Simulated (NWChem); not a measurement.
# GaH2S2F; SMILES [Ga]([F])([SH])[SH]

```xyz
6

Ga    -0.2367    -0.0107     0.0000
F     -1.9861     0.0513     0.0000
S      0.7990     1.9179     0.0000
H     -0.3708     2.5967     0.0000
S      0.6791    -1.9953     0.0000
H      1.9331    -1.4898     0.0000
```
Atoms are numbered in this order, from 1.

Geometry: optimised at PBE0/def2-SVP.

Symmetry labels are those of Cs in the frame above (b1 and b2, or b-type labels, depend on it).

### Question
List the 4 lowest vertical singlet excitations from B3LYP/def2-SVPD, TDA (NWChem).

### Answer
```tsv
state	energy (eV)	oscillator strength	symmetry	leading excitation (squared amplitude)
S1	4.91	0.000	a"	HOMO → LUMO (0.99)
S2	5.49	0.052	a"	HOMO−1 → LUMO (0.98)
S3	5.76	0.010	a'	HOMO → LUMO+1 (0.75)
S4	6.05	0.000	a"	HOMO → LUMO+2 (0.94)
```
